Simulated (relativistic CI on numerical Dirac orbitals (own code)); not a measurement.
Radial Dirac CI calculation of Lu31+: levels, rates and radial parameters.

Command:

```sh
python run_levels.py task.json out
```

Input:

```
atom Lu  Z=71  charge=31  electrons=40
nucleus A=175  rms_radius_fm=5.3700
hamiltonian dirac-coulomb  breit=on  qed=on  c_scale=1
orbitals kli  potential=per-configuration
slater_scale 1
correlation none
mixing on
configurations
  [Kr] 4d4
  [Ar] 3d10 4s2 4p5 4d5
  [Kr] 4d3 4f
  [Ar] 3d10 4s2 4p4 4d6
  [Kr] 4d2 4f2
  [Ar] 3d10 4s 4p6 4d5
  [Ar] 3d10 4s2 4p5 4d4 4f
  [Ar] 3d10 4p6 4d6
  [Ar] 3d10 4s 4p6 4d4 4f
  [Ar] 3d10 4s 4p5 4d6
  [Kr] 4d3 5s
  [Ar] 3d10 4s2 4p4 4d5 4f
  [Kr] 4d2 4f 5s
  [Kr] 4d3 5p
  [Ar] 3d10 4p6 4d4 4f2
  [Kr] 4d2 4f 5p
  [Ar] 3d10 4s 4p5 4d5 4f
  [Ar] 3d10 4s 4p6 4d3 4f2
  [Kr] 4d3 5d
  [Ar] 3d10 4s2 4p4 4d5 5s
end
```

Hardware: one thread of Neoverse-V1, on a shared host. Rates were computed among at most 60 levels.

Q: How large is the problem, and how long does it take?

A: 21443 determinants at the lowest M give 21443 levels; 144 SCF iterations in all; about 120 s of CPU and 1.6 GiB at the peak.
